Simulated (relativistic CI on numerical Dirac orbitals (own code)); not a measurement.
## Crystal-field levels of Ru³⁺, 4d5

Calculated by Dirac-Coulomb-Breit CI, orbitals from a KLI potential per configuration, QED by a radiative potential, valence Slater integrals scaled by 0.85, one configuration in a parametric crystal field (own radial code).

Field parameters in Wybourne normalisation: D3d B²₀ = −7Dσ, B⁴₀ = −14Dq − 21Dτ, B⁴₃ = −14√(10/7) Dq. The field is a parameter set, without covalency.

S and J are read from ⟨S²⟩ = S(S + 1) and ⟨J²⟩ = J(J + 1) of each level; they are not fictitious spins.

D3d, 10Dq = 18850, Dσ = -1200, Dτ = 350 cm⁻¹, the lowest 10 levels:

| E (cm⁻¹) | Degeneracy | Irrep | S | J |
| --- | --- | --- | --- | --- |
| 0.0 | 2 | Γ4 | 0.67 | 4.53 |
| 1992 | 2 | Γ5+Γ6 | 1.16 | 4.05 |
| 2256 | 2 | Γ4 | 1.78 | 3.50 |
| 2615 | 2 | Γ4 | 2.38 | 2.71 |
| 2689 | 2 | Γ5+Γ6 | 2.14 | 3.08 |
| 2877 | 2 | Γ4 | 1.66 | 3.66 |
| 8086 | 2 | Γ5+Γ6 | 1.51 | 3.57 |
| 8089 | 2 | Γ4 | 1.53 | 3.52 |
| 8363 | 2 | Γ4 | 1.52 | 3.51 |
| 8421 | 2 | Γ4 | 1.51 | 3.37 |

Principal g values of the ground doublet: 1.52, 1.52, 3.89.

D3d, 10Dq = 18850, Dσ = -980, Dτ = 350 cm⁻¹, the lowest 10 levels:

```json
{"E (cm⁻¹)": "0.0", "Degeneracy": "2", "Irrep": "Γ4", "S": "0.67", "J": "4.53"}
{"E (cm⁻¹)": "1926", "Degeneracy": "2", "Irrep": "Γ5+Γ6", "S": "1.15", "J": "4.06"}
{"E (cm⁻¹)": "2307", "Degeneracy": "2", "Irrep": "Γ4", "S": "2.13", "J": "3.07"}
{"E (cm⁻¹)": "2553", "Degeneracy": "2", "Irrep": "Γ4", "S": "2.39", "J": "2.70"}
{"E (cm⁻¹)": "2627", "Degeneracy": "2", "Irrep": "Γ5+Γ6", "S": "2.15", "J": "3.08"}
{"E (cm⁻¹)": "3050", "Degeneracy": "2", "Irrep": "Γ4", "S": "1.22", "J": "4.04"}
{"E (cm⁻¹)": "8040", "Degeneracy": "2", "Irrep": "Γ4", "S": "1.52", "J": "3.51"}
{"E (cm⁻¹)": "8148", "Degeneracy": "2", "Irrep": "Γ5+Γ6", "S": "1.52", "J": "3.56"}
{"E (cm⁻¹)": "8371", "Degeneracy": "2", "Irrep": "Γ4", "S": "1.51", "J": "3.38"}
{"E (cm⁻¹)": "8433", "Degeneracy": "2", "Irrep": "Γ4", "S": "1.53", "J": "3.51"}
```

Principal g values of the ground doublet: 1.37, 1.37, 4.07.

D3d, 10Dq = 18850, Dσ = -760, Dτ = 350 cm⁻¹, the lowest 10 levels:

```json
{"E (cm⁻¹)": "0.0", "Degeneracy": "2", "Irrep": "Γ4", "S": "0.67", "J": "4.53"}
{"E (cm⁻¹)": "1872", "Degeneracy": "2", "Irrep": "Γ5+Γ6", "S": "1.13", "J": "4.08"}
{"E (cm⁻¹)": "2323", "Degeneracy": "2", "Irrep": "Γ4", "S": "2.28", "J": "2.84"}
{"E (cm⁻¹)": "2515", "Degeneracy": "2", "Irrep": "Γ4", "S": "2.39", "J": "2.70"}
{"E (cm⁻¹)": "2585", "Degeneracy": "2", "Irrep": "Γ5+Γ6", "S": "2.16", "J": "3.06"}
{"E (cm⁻¹)": "3294", "Degeneracy": "2", "Irrep": "Γ4", "S": "0.96", "J": "4.22"}
{"E (cm⁻¹)": "7970", "Degeneracy": "2", "Irrep": "Γ4", "S": "1.52", "J": "3.50"}
{"E (cm⁻¹)": "8154", "Degeneracy": "2", "Irrep": "Γ5+Γ6", "S": "1.53", "J": "3.59"}
{"E (cm⁻¹)": "8291", "Degeneracy": "2", "Irrep": "Γ4", "S": "1.51", "J": "3.35"}
{"E (cm⁻¹)": "8449", "Degeneracy": "2", "Irrep": "Γ4", "S": "1.54", "J": "3.64"}
```

Principal g values of the ground doublet: 1.24, 1.24, 4.18.

D3d, 10Dq = 18850, Dσ = -550, Dτ = 350 cm⁻¹, the lowest 10 levels:

```
E (cm⁻¹)  Degeneracy  Irrep     S     J
     0.0           2     Γ4  0.67  4.53
    1829           2  Γ5+Γ6  1.10  4.10
    2334           2     Γ4  2.34  2.74
    2498           2     Γ4  2.39  2.69
    2563           2  Γ5+Γ6  2.18  3.03
    3558           2     Γ4  0.84  4.29
    7885           2     Γ4  1.51  3.50
    8122           2  Γ5+Γ6  1.53  3.62
    8193           2     Γ4  1.52  3.37
    8433           2     Γ4  1.55  3.70
```

Principal g values of the ground doublet: 1.15, 1.15, 4.24.

D3d, 10Dq = 18850, Dσ = -330, Dτ = 350 cm⁻¹, the lowest 16 levels:

```tsv
E (cm⁻¹)	Degeneracy	Irrep	S	J
0.0	2	Γ4	0.67	4.52
1789	2	Γ5+Γ6	1.06	4.14
2352	2	Γ4	2.37	2.69
2499	2	Γ4	2.39	2.69
2557	2	Γ5+Γ6	2.21	2.99
3850	2	Γ4	0.77	4.33
7779	2	Γ4	1.51	3.50
8061	2	Γ5+Γ6	1.54	3.64
8077	2	Γ4	1.52	3.40
8390	2	Γ4	1.55	3.73
9065	2	Γ5+Γ6	1.52	3.72
9368	2	Γ4	1.51	3.68
13447	2	Γ4	1.50	3.93
13606	2	Γ5+Γ6	1.49	3.71
13754	2	Γ4	1.49	3.50
13792	2	Γ4	1.49	3.68
```

Principal g values of the ground doublet: 1.06, 1.06, 4.28.

The free-ion ground term has S = 5/2. The field overcomes the spin-pairing energy for D3d, 10Dq = 18850, Dσ = -1200, Dτ = 350 cm⁻¹; D3d, 10Dq = 18850, Dσ = -980, Dτ = 350 cm⁻¹; D3d, 10Dq = 18850, Dσ = -760, Dτ = 350 cm⁻¹; D3d, 10Dq = 18850, Dσ = -550, Dτ = 350 cm⁻¹; D3d, 10Dq = 18850, Dσ = -330, Dτ = 350 cm⁻¹, where the ground state has lower spin; these fields are assumed values.

Levels of this model without a field, named by their leading LS term: 6S_5/2 0, 4G_5/2 22865, 4G_7/2 23098, 4G_11/2 23180, 4G_9/2 23240, 4P_5/2 25737, 4P_3/2 26176, 4P_1/2 26764 cm⁻¹.
